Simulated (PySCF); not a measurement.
Compound: C7H9NO (charge +1 and doublet state).
Atom-mapped SMILES: `[CH3:1][C:2](=[O:3])[C+:4]1[CH:5][CH:6]=[CH:7][N:8]1[CH3:9]` (hydrogens: H10, H11, H12 on C1; H13 on C5; H14 on C6; H15 on C7; H16, H17, H18 on C9)

Structure used (GFN2-xTB), in Å, numbered top down from 1:
```xyz
18
C7H9NO angstrom
C      2.5568   -0.6509   -0.1965
C      1.0949   -1.0005   -0.1066
O      0.7087   -2.1380    0.0104
C      0.1908    0.1459   -0.1364
C      0.4104    1.4562   -0.5241
C     -0.8304    2.0986   -0.4917
C     -1.7728    1.1603   -0.0232
N     -1.1619    0.0174    0.2356
C     -1.7461   -1.1714    0.7595
H      3.1468   -1.5354    0.0326
H      2.8153    0.1609    0.4782
H      2.7612   -0.3355   -1.2205
H      1.3332    1.8848   -0.8608
H     -1.0430    3.1041   -0.7996
H     -2.8260    1.3018    0.1351
H     -2.8293   -1.1417    0.6549
H     -1.3386   -2.0449    0.2291
H     -1.4787   -1.3053    1.8124
```

The hyperfine couplings belong to this conformer and change with its torsions.

Computed with UKS B3LYP, pcH-1 on C H N O, non-relativistic, mean-field spin-orbit, GIAO in PySCF 2.14.0. One conformer (not necessarily the lowest) at the GFN2-xTB geometry, without solvent, vibrations or thermal averaging. A GFN2-xTB geometry isn't a minimum of the functional, and hyperfine couplings can be far from their values at a DFT geometry, by a factor of two or more for some ions and for spin on atoms past the first row. The frame is twisted about the C2–C4 bond at this geometry (dihedral O3–C2–C4–N8 = 13°); couplings at other torsion angles weren't computed. The SCF solution wasn't tested for stability.

Principal values of hyperfine tensors in MHz (contact and dipolar terms together), for some of the nuclei:

| atom | isotope | A1 | A2 | A3 |
| --- | --- | --- | --- | --- |
| C4 | 13C | 7.08 | 8.36 | 131.62 |
| C2 | 13C | -36.11 | -19.62 | -17.14 |
| H15 | 1H | -37.60 | -26.81 | -7.36 |
| H14 | 1H | -38.04 | -26.62 | -7.07 |
| C6 | 13C | -8.52 | -6.54 | 73.84 |
| C7 | 13C | -9.99 | -8.40 | 71.84 |
| O3 | 17O | -59.57 | 14.04 | 17.44 |
| H17 | 1H | 5.06 | 8.71 | 10.92 |

Task: Give the isotropic coupling of each nucleus in MHz and in mT (g = 2.0063), and the anisotropic part.

Result: a_iso is a third of the trace, T = A − a_iso, and a(mT) = a(MHz)/(g × 13.996).

```tsv
atom	a_iso (MHz)	a_iso (mT)	T1	T2	T3
C4	49.02	1.746	-41.94	-40.66	82.60
C2	-24.29	-0.865	-11.82	4.67	7.15
H15	-23.92	-0.852	-13.67	-2.89	16.56
H14	-23.91	-0.852	-14.13	-2.71	16.85
C6	19.59	0.698	-28.12	-26.13	54.25
C7	17.82	0.635	-27.81	-26.22	54.03
O3	-9.36	-0.333	-50.20	23.40	26.80
H17	8.23	0.293	-3.17	0.48	2.69
```

Task: What spin density at the nucleus of C4 lies behind its contact coupling (g_N = 1.40482)?

Result: a_FC = (2μ0/3) gₑ μB g_N μN ρ(0)/(2S·h) = 800.24 MHz × g_N × ρ(0)/(2S), with ρ in bohr⁻³. With a_FC = 49.02 MHz and 2S = 1, ρ(0) = 0.04361 bohr⁻³.

Task: C5 (13C, g_N = 1.40482) isn't in the table. Its spin density at the nucleus is -0.02436 bohr⁻³. What is its contact coupling?

Result: By the same relation, a_FC = -27.4 MHz. Its full tensor has the principal values -43.67, -19.49, -19.01 MHz.

Task: Which nucleus of the table has the largest anisotropic coupling, and what is its form?

Result: C4: -41.9, -40.7, 82.6 MHz, axial, in the ratio −1:−1:+2, the form that spin in one p orbital centred on that nucleus gives.

Task: What first-order splitting does C2 cause when the field lies along A1, A2 or A3 of its tensor (g taken as isotropic, no quadrupole term)?

Result: 2 lines (I = 1/2), spaced by |A_i|/(g × 13.996): 1.29, 0.70, 0.61 mT along the axes of A1, A2 and A3.

The SMILES draws the unpaired electron on C5; the largest computed Mulliken spin population is on C4 (0.50 against -0.15).
